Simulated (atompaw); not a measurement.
**LDA (PW92) PAW (atompaw) dataset for K, scalar-relativistic all-electron reference.**

Input for atompaw 4.2.0.5:

```
K 19
LDA-PW scalarrelativistic loggrid 1500 logderivrange -3 5 201
4 4 0 0 0 0
4 0 1
4 1 0
0 0 0
c
c
c
v
c
v
v
2
3.00 2.80 2.10 2.35
y
0.5
n
n
y
0.05
y
0.7
n
custom polynom2 7 10 vanderbiltortho sinc
3 0.5 vpsmatchnc
3.00
3.00
1.95
2.20
3.00
3.00
PWSCFOUT
UPFDX 0.0125d0 UPFXMIN -7.d0 UPFZMESH 19.d0
END
```

Command:

```bash
atompaw < K.input > K.log
```

Resulting log (summary file):

```
Completed calculations for K (AE)

 Exchange-correlation type: LDA, Perdew-Wang correlation

 Radial integration grid is logarithmic
 r0 =   4.2633078E-04 h =   8.1002849E-03   n =      1500 rmax =   8.0000000E+01

 Scalar relativistic calculation

 AEatom converged in  32 iterations
   nz     =  19.00
   delta  =       4.218328818209E-17

 All Electron Orbital energies:
  n  l      occupancy      energy
  1  0      2.0000000E+00 -2.5809277E+02
  2  0      2.0000000E+00 -2.5890133E+01
  3  0      2.0000000E+00 -2.5858139E+00
  4  0      1.0000000E+00 -1.7843868E-01
  2  1      6.0000000E+00 -2.0581234E+01
  3  1      6.0000000E+00 -1.3846345E+00
  4  1      0.0000000E+00 -6.1618160E-02

 Total energy
   Total                    :    -1201.11737189017117

 ---
 Completed calculations for K (SC)

 Exchange-correlation type: LDA, Perdew-Wang correlation

 Radial integration grid is logarithmic
 r0 =   4.2633078E-04 h =   8.1002849E-03   n =      1500 rmax =   8.0000000E+01

 Scalar relativistic calculation

 SCatom converged in   1 iterations
   nz     =  19.00
   delta  =       2.598252090433E-17

 Valence Electron Orbital energies:
  n  l      occupancy      energy
   4  0      1.0000000E+00 -1.7843868E-01
   3  1      6.0000000E+00 -1.3846345E+00
   4  1      0.0000000E+00 -6.1618160E-02

 Total energy
   Total                    :    -1201.11737189065229
   Valence                  :      -88.24067914764551

 PAW parameters:
       lmax =            2
         rc =    3.0079984060674043
        irc =         1095
   rc_shape =    2.8192280564201262
    rc_vloc =    2.1060236669411707
    rc_core =    2.3589753291243070
   Vloc: VPS match (norm-conservation) with l= 3;e=   5.0000E-01
   Projector type: improved polynomial pseudization + Vanderbilt ortho.
   Sinc^2 compensation charge shape zeroed at   2.8192E+00

 Number of basis functions     6
 No.   n  nodes  l      Energy         Cp coeff         Occ
  1    4    3    0   -0.1784387E+00  0.3637620E+03  0.1000000E+01
  2  999    4    0    0.5000000E+00  0.2493250E+02  0.0000000E+00
  3    3    1    1   -0.1384634E+01  0.1406896E+01  0.6000000E+01
  4    4    2    1   -0.6161816E-01  0.2025920E+03  0.0000000E+00
  5  999    0    2    0.5000000E-01 -0.4875900E+01  0.0000000E+00
  6  999    1    2    0.7000000E+00 -0.2625168E+00  0.0000000E+00

 Eigenvalues of overlap operator (in the basis of projectors):
    1        2.73548631E-01
    2        3.66007774E-01
    3        1.07048457E+00
    4        9.72597626E+02
    5        1.20687349E+03
    6        7.44070185E+04

 Orbital leakage outside PAW augmentation regions
   orb  is_core?  %out_of_sphere
   1 0    T           0.00
   2 0    T           0.00
   3 0    T           0.48
   4 0    F          86.30
   2 1    T           0.00
   3 1    F           2.11
   4 1    F          96.50

 Summary of PAW energies
   Total valence energy     :    -88.24067720560970
   Smooth energy            :     -3.30313994905488
   One center               :    -84.93753725655482
   Smooth kinetic           :     12.95285891120289
   Vloc energy              :    -11.74832273563210
   Smooth exch-corr         :     -5.20379158900675
   One-center xc            :    -58.36135690630284
```

Note: ghost state, extra bound levels that the all-electron valence spectrum of the same l lacks: s at -83.8 eV. A true bound ghost makes a file unfit for plane-wave use.

The run took about 3.1 s on one core of a shared server CPU.
